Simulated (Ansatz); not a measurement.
C4H9O (SMILES C[CH]OCC), doublet, at a GFN2-xTB geometry; B3LYP/3-21G in Ansatz (a quantum-chemistry and plane-wave program).

Here is a job for Ansatz.
Ansatz 0.2 input:
```yaml
crystal:
  periodic: [false, false, false]
  atoms:
    - {symbol: C, position_ang: [2.42925305, 0.25215257, -0.28320844]}
    - {symbol: C, position_ang: [1.19771399, -0.11159954, 0.45470576]}
    - {symbol: O, position_ang: [0.02113498, -0.00237585, -0.24192654]}
    - {symbol: C, position_ang: [-1.15676107, -0.21861340, 0.49688265]}
    - {symbol: C, position_ang: [-2.35106631, 0.00885784, -0.41613902]}
    - {symbol: H, position_ang: [2.30742479, 0.00140051, -1.33406557]}
    - {symbol: H, position_ang: [2.65549635, 1.32458697, -0.21792943]}
    - {symbol: H, position_ang: [3.28361976, -0.28815369, 0.12189991]}
    - {symbol: H, position_ang: [1.14846418, -0.02130956, 1.53031517]}
    - {symbol: H, position_ang: [-1.19215096, 0.47041816, 1.35493280]}
    - {symbol: H, position_ang: [-1.16646059, -1.24685935, 0.88998458]}
    - {symbol: H, position_ang: [-3.27395169, -0.15673431, 0.13234980]}
    - {symbol: H, position_ang: [-2.30764332, -0.67573691, -1.25872496]}
    - {symbol: H, position_ang: [-2.33871651, 1.02660997, -0.79679563]}
basis:
  gaussian:
    orbitals: 3-21G.json
hamiltonian:
  xc: b3lyp
magnetization: {spin_polarized: true, initial_magnetization: 1}
scf: {lower_state_search: off}
```
The basis file holds 3-21G in the JSON format of the Basis Set Exchange.

What the program printed (banner, timings and long lists left out):

```
Functional definition: B3LYP
these checks for a lower state are left out or cut short: stability, starts, cluster_reference, orbital_swaps, neighbouring_geometries, increment
778 factors; integrals over basis functions are off by at most 1.0e-3 eV
mean field evaluation 1: about -6300.3424 eV, gradient 3.4e1 eV
mean field evaluation 2: about -6300.0092 eV, gradient 3.4e1 eV
mean field evaluation 4: about -6305.5549 eV, gradient 1.8e0 eV
mean field evaluation 8: about -6305.6134 eV, gradient 7.6e-2 eV
mean field evaluation 16: about -6305.6134 eV, gradient 3.6e-5 eV
mean field -6305.61342840 eV, -231.7270193954 hartree, gradient 6.1e-6 eV, S^2 0.752722; 0 other end points of the search recorded, 0 dependent functions left out
reference -6305.61366959 eV, -231.7270282588 hartree; 21, 20 occupied and 42, 43 virtual orbitals, 778 factors
Total energy: -6305.61366959 eV, -231.7270282588 hartree
Checks for a lower state left out: stability, starts, cluster_reference, orbital_swaps, neighbouring_geometries, increment
```
